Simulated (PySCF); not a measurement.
CF3, SMILES F[C-](F)F, charge -1. Atoms are numbered in the order given.

```xyz
4

C      0.0000     0.0000    -0.5571
F      1.1083     0.6398     0.1238
F     -1.1083     0.6398     0.1238
F      0.0000    -1.2797     0.1238
```
Charge -1, spin multiplicity 1.

The structure is a stationary point at PBE-D3(BJ)/def2-SVPD.

Computed with PBE-D3(BJ)/def2-SVPD (PySCF).

Harmonic, unscaled wavenumbers; measured fundamentals usually lie a few per cent lower.

Modes within 1.5 cm⁻¹ of each other (mostly degenerate sets) share a row, with their intensities summed.

```json
[
 {"mode": "1–2", "ν (cm⁻¹)": "420", "IR (km/mol)": "38.2", "moving atoms (share of kinetic energy)": "F 99 %"},
 {"mode": "3", "ν (cm⁻¹)": "576", "IR (km/mol)": "1.6", "moving atoms (share of kinetic energy)": "F 96 %"},
 {"mode": "4–5", "ν (cm⁻¹)": "701", "IR (km/mol)": "496.1", "moving atoms (share of kinetic energy)": "C 74 %, F 26 %"},
 {"mode": "6", "ν (cm⁻¹)": "907", "IR (km/mol)": "63.1", "moving atoms (share of kinetic energy)": "C 78 %, F 22 %"}
]
```
